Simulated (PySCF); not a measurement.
## Removing an electron from `C[S@@+]([AlH3-])Cc1ccco1`

Species: C6H11AlOS.
SMILES with atom numbers: `[CH3:1][S@@+:2]([AlH3-:3])[CH2:4][c:5]1[cH:6][cH:7][cH:8][o:9]1` (hydrogens: H10, H11, H12 on C1; H13, H14, H15 on Al3; H16, H17 on C4; H18 on C6; H19 on C7; H20 on C8)

Structure used (PBE0-D3(BJ)/def2-SVP), in Å, numbered top down from 1:
```
atom  x, y, z in Å
C1    -2.0314   -0.0282    1.2137
S2    -1.8554   -0.7876   -0.4115
Al3   -1.4599    1.2491   -1.7631
C4    -0.2461   -1.6620   -0.2184
C5     0.9134   -0.7949    0.0518
C6     1.5225   -0.3762    1.2041
C7     2.5704    0.5068    0.8006
C8     2.5115    0.5542   -0.5604
O9     1.5201   -0.2324   -1.0157
H10   -1.1479    0.5861    1.4395
H11   -2.9184    0.6173    1.1576
H12   -2.1848   -0.8038    1.9769
H13   -0.4009    2.0014   -0.8196
H14   -0.9737    0.5938   -3.1401
H15   -2.9834    1.7478   -1.6461
H16   -0.1208   -2.2040   -1.1670
H17   -0.3867   -2.3972    0.5863
H18    1.2597   -0.6745    2.2171
H19    3.2741    1.0361    1.4387
H20    3.0877    1.0837   -1.3141
```

Level: CAM-B3LYP/def2-SVPD (PySCF). Frontier orbitals with their largest atomic shares (Löwdin; up to four atoms above 4 %):

| orbital | ε (eV) | main atoms |
| --- | --- | --- |
| HOMO−3 | -9.35 | S2 52 %, Al3 13 %, C1 8 %, C4 7 % |
| HOMO−2 | -8.89 | Al3 37 %, H14 36 %, H13 10 %, H15 10 % |
| HOMO−1 | -8.79 | Al3 35 %, H13 26 %, H15 26 % |
| HOMO | -8.13 | ? |
| LUMO | 0.38 | S2 20 %, C5 12 %, C6 12 %, C4 11 % |
| LUMO+1 | 0.81 | S2 34 %, H17 11 %, C4 8 %, C1 7 % |
| LUMO+2 | 0.99 | S2 46 %, C1 11 %, H12 6 %, Al3 6 % |

Question: What vertical ionisation energy does ΔSCF give, and how far is −ε(HOMO) from it?

Answer: ΔSCF: 8.76 eV (845 kJ/mol; threshold wavelength 142 nm); ⟨S²⟩ of the doublet left behind is 0.763, against 0.75 for a pure doublet. −ε(HOMO) is 8.13 eV, 0.63 eV below it. For the exact functional −ε(HOMO) would equal the first vertical ionisation energy; CAM-B3LYP (range-separated hybrid) falls short of its own ΔSCF value by 7 %. Holes in the HOMO−1 and HOMO−2 were tried too where these lie within 1.2 eV of the HOMO; the lowest converged state counts.

Question: On which atoms does the HOMO lie?

Answer: C8 (aromatic CH next to a ring oxygen) 25 %, C5 (substituted aromatic carbon) 23 %, C7 (aromatic CH carbon) 15 %, C6 (aromatic CH carbon) 13 %, so no atom holds as much as 40 %. The HOMO−1 lies 0.66 eV lower.

Question: With α = 125.0 au, estimate the like-pair dispersion coefficient by London's formula C6 = (3/4)α²I.

Answer: I = 0.3220 Eh, so C6 ≈ 3770 au, a rough estimate.

Question: What total energies stand behind the ΔSCF value?

Answer: E(N) = -950.50849 Eh and E(N − 1) = -950.18654 Eh at the same geometry, 0.32195 Eh apart.

One conformer (not necessarily the lowest) at the PBE0-D3(BJ)/def2-SVP geometry, without solvent, vibrations or thermal averaging.
